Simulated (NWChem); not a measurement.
System: C4H5O2, doublet; SMILES O=[C]C=C(C)O

The following NWChem deck was run.

```
start job
memory heap 200 mb stack 900 mb global 1100 mb
geometry units angstroms
  C     -2.370796    -0.211777     0.061005
  C     -0.888531    -0.324808     0.007036
  O     -0.423544    -1.514760    -0.497236
  C     -0.036644     0.747090     0.305290
  C      1.280631     0.789611     0.156456
  O      2.453492     0.793219     0.072676
  H     -2.795862    -1.203902     0.192541
  H     -2.680338     0.429186     0.883383
  H     -2.775583     0.203379    -0.866339
  H      0.538065    -1.545765    -0.458783
  H     -0.493431     1.652931     0.675399
end
basis spherical
  * library def2-svp
end
dft
  odft
  mult 2
  xc xpbe96 cpbe96
  disp vdw 4
  iterations 150
end
driver
  maxiter 120
end
task dft optimize
```

NWChem printed, in part:

```
             Northwest Computational Chemistry Package (NWChem) 7.3.0
             --------------------------------------------------------

 C1  symmetry detected

                             Geometry "geometry" -> ""
                             -------------------------

 Output coordinates in angstroms (scale by  1.889725989 to convert to a.u.)

  No.       Tag          Charge          X              Y              Z
 ---- ---------------- ---------- -------------- -------------- --------------
    1 C                    6.0000     0.61598716     2.20589900    -0.03823125
    2 C                    6.0000    -0.00775904     0.85837402     0.05073664
    3 O                    8.0000    -1.38011250     0.85842480    -0.00525372
    4 C                    6.0000     0.74291944    -0.32486107     0.04244294
    5 C                    6.0000     0.28128202    -1.56669336    -0.02013880
    6 O                    8.0000    -0.14386565    -2.66299741    -0.01875432
    7 H                    1.0000    -0.06891620     2.94009846     0.37908565
    8 H                    1.0000     1.55657105     2.23372344     0.50718889
    9 H                    1.0000     0.81471196     2.48834254    -1.07597304
   10 H                    1.0000    -1.72333614    -0.03404909     0.10797036
   11 H                    1.0000     1.81821714    -0.22784606     0.06493522

 Effective nuclear repulsion energy (a.u.)     210.5169558289

                                Z-matrix (autoz)
                                --------

 Units are Angstrom for bonds and degrees for angles

      Type          Name      I     J     K     L     M      Value
      ----------- --------  ----- ----- ----- ----- ----- ----------
    1 Stretch                  1     2                       1.48755
    2 Stretch                  1     7                       1.08733
    3 Stretch                  1     8                       1.08764
    4 Stretch                  1     9                       1.09370
    5 Stretch                  2     3                       1.37350
    6 Stretch                  2     4                       1.40130
    7 Stretch                  3    10                       0.96288
    8 Stretch                  4     5                       1.32634
    9 Stretch                  4    11                       1.07990
   10 Stretch                  5     6                       1.17586
   11 Bend                     1     2     3               114.61329
   12 Bend                     1     2     4               122.67843
   13 Bend                     2     1     7               108.94099
   14 Bend                     2     1     8               110.84254
   15 Bend                     2     1     9               111.52304
   16 Bend                     2     3    10               110.56883
   17 Bend                     2     4     5               127.18659
   18 Bend                     2     4    11               117.22201
   19 Bend                     3     2     4               122.34713
   20 Bend                     5     4    11               115.57339
   21 Bend                     6     4     2               126.83431
   22 Bend                     6     4    11               115.94368
   23 Bend                     7     1     8               109.57192
   24 Bend                     7     1     9               107.71235
   25 Bend                     8     1     9               108.18440
   26 Torsion                  1     2     3    10        -176.74274
   27 Torsion                  1     2     4     5        -172.56944
   28 Torsion                  1     2     4    11           5.80945
   29 Torsion                  4     2     5     6         174.04996
   30 Torsion                  3     2     1     7          29.43103
   31 Torsion                  3     2     1     8         150.06939
   32 Torsion                  3     2     1     9         -89.32657
   33 Torsion                  3     2     4     5           0.15693
   34 Torsion                  3     2     4    11         178.53581
   35 Torsion                  4     2     1     7        -157.32553
   36 Torsion                  4     2     1     8         -36.68717
   37 Torsion                  4     2     1     9          83.91687
   38 Torsion                  4     2     3    10           9.98885
   39 Torsion                  4    11     5     6        -174.05679

  pbe96 is a nonlocal functional; adding pw91lda local functional.

                           NWChem Geometry Optimization
                           ----------------------------

 maximum gradient threshold         (gmax) =   0.000450
 rms gradient threshold             (grms) =   0.000300
 maximum cartesian step threshold   (xmax) =   0.001800
 rms cartesian step threshold       (xrms) =   0.001200
 fixed trust radius                (trust) =   0.300000
 source of zmatrix                         =   autoz

          -------------------
          Energy Minimization
          -------------------

 Using diagonal initial Hessian
 Scaling for Hessian diagonals: bonds = 1.00  angles = 0.25  torsions = 0.10

          --------
          Step   0

                                 NWChem DFT Module
                                 -----------------

[...]

      ----------------------
      Optimization converged
      ----------------------

  Step       Energy      Delta E   Gmax     Grms     Xrms     Xmax
  ---- ---------------- -------- -------- -------- -------- --------
@   27    -305.25487360 -5.7D-07  0.00015  0.00003  0.00053  0.00165
                                     ok       ok       ok       ok

                                Z-matrix (autoz)
                                --------

 Units are Angstrom for bonds and degrees for angles

[...]
```

Level: PBE-D3(BJ)/def2-SVP, spin-unrestricted. Not confirmed as a minimum by frequencies.
